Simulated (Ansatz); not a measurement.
Two isomers of C2H6FNSi: A = `C=NC(F)[SiH3]`, B = `C=C(F)[SiH2]N`.

Isolated molecules relaxed with PBE0-D4/def2-TZVP in Ansatz; ΔE leaves out vibrations. CCSD(T)/CBS adds triple-zeta CCSD(T) − MP2 to the extrapolated MP2 energy (def2 sets, frozen cores). Functionals use def2-TZVPP. B3LYP here is the variant with VWN-RPA as its local correlation; programs differ in this. Each species was taken in one conformer, which may not be the lowest.

Task: Which is lower in electronic energy at CCSD(T)/CBS, and by how much? (Estimate.)

Result: Ansatz gave: B, by 30.7 kcal/mol.

Task: Give E(B) − E(A) in kcal/mol with B3LYP-D4, PBE-D4, CCSD(T)/def2-TZVPP, CCSD/def2-TZVPP, MP2/def2-TZVPP, ωB97M-V, HF/def2-TZVPP. (An estimate is asked.)

Result: Computed: B3LYP-D4 -28.7, PBE-D4 -26.9, CCSD(T)/def2-TZVPP -28.9, CCSD/def2-TZVPP -29.4, MP2/def2-TZVPP -30.7, ωB97M-V -30.1, HF/def2-TZVPP -30.2. None reverses the order clearly.

Largest T1 diagnostic: 0.013.

From PBE to PBE0 (25 % exact exchange), in def2-TZVPP and without D4, E(B) − E(A) moves by −1.9 kcal/mol.
